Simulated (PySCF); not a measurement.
Species: C5H7GeN.
Atom-mapped SMILES: `[GeH3:1][c:2]1[cH:3][cH:4][cH:5][cH:6][n:7]1` (hydrogens: H8, H9, H10 on Ge1; H11 on C3; H12 on C4; H13 on C5; H14 on C6)

Structure used (PBE0-D3(BJ)/def2-SVP), in Å, numbered top down from 1:
```
atom  x, y, z in Å
Ge1    1.9838    0.4485   -0.5647
C2     0.0532    0.3850   -0.2468
C3    -0.6010   -0.7434    0.2613
C4    -1.9808   -0.6950    0.4499
C5    -2.6583    0.4764    0.1258
C6    -1.9192    1.5497   -0.3741
N7    -0.6033    1.5099   -0.5564
H8     2.6097    1.5763    0.2716
H9     2.2504    0.7165   -2.0545
H10    2.6137   -0.9009   -0.1635
H11   -0.0359   -1.6462    0.5052
H12   -2.5192   -1.5606    0.8444
H13   -3.7394    0.5622    0.2555
H14   -2.4194    2.4882   -0.6399
```

Level: CAM-B3LYP/def2-SVPD in PySCF, non-relativistic, on one gas-phase PBE0-D3(BJ)/def2-SVP geometry that isn't relaxed in the solvent. The solvent is an IEF-PCM continuum (cavity from Bondi-type radii × 1.2). Only the electrostatic response of the medium enters. Spin–orbit coupling is left out although an atom past zinc is present.

Gas phase at CAM-B3LYP/def2-SVPD: HOMO -8.66 eV, LUMO -0.03 eV, dipole 2.44 D.

**Question.** What does the continuum do to the energy, the frontier levels and the dipole at CAM-B3LYP/def2-SVPD in chloroform and dimethylsulfoxide?

**Answer.** 
```
          solvent      ε  E(solvent) − E(gas) (kJ/mol)  polarisation term (kJ/mol)  distortion of the solute (kJ/mol)  HOMO (eV)  LUMO (eV)  dipole (D)
       chloroform  4.711                        -11.32                      -13.22                               1.90      -8.73       0.01        3.16
dimethylsulfoxide  46.83                        -16.57                      -20.88                               4.31      -8.80       0.00        3.52
```

The polarisation term is half the interaction of the solute with the surface charges that it induces; the rest is the cost of distorting the solute's density. The sum is the electrostatic part of solvation alone. From chloroform to dimethylsulfoxide the lowering changes by a factor 1.46, Onsager's factor (ε − 1)/(2ε + 1) by 1.36 and ε itself by 9.9.

**Question.** Which radius a makes the point-dipole formula ΔE = −[(ε − 1)/(2ε + 1)]·μ²/a³ give the value in dimethylsulfoxide, with the gas-phase dipole?

**Answer.** μ = 0.961 au and |ΔE| = 0.00631 Eh give a = 2.19 Å; the farthest nucleus lies 3.38 Å from the centroid of the nuclei, so such a sphere wouldn't even hold the nuclei. The formula assumes a rigid point dipole at the centre of a sphere.

**Question.** Give the dipole vector in the frame of the coordinates (D, pointing from negative to positive charge), gas and dimethylsulfoxide.

**Answer.** Gas (-1.66, -1.59, 0.83), solvent (-2.23, -2.44, 1.22). Its length changes by +44 % and its direction by 3°.

**Question.** How does the static polarisability (CAM-B3LYP/def2-SVPD, frozen core, with the continuum's full static response) change?

**Answer.** 
```
           medium  isotropic (au)  principal values (au)  ⟨r²⟩ of the electrons (bohr²)
              gas            94.9      64.5, 95.7, 124.5                         1269.9
       chloroform           119.8     80.9, 124.6, 154.0                         1268.4
dimethylsulfoxide           132.2     91.0, 139.7, 165.8                         1267.7
```

The isotropic value in dimethylsulfoxide is 1.39 times the gas-phase one; no cavity-field correction is applied. ⟨r²⟩ is taken about the centre of nuclear charge.

On one thread of an Arm Neoverse V1, no GPU, shared host with 64 logical CPUs at a one-minute load of 29, this took 42 s of wall time and 1.2 GiB of memory at its peak. This is the whole response run at CAM-B3LYP/def2-SVPD in dimethylsulfoxide, SCF included.
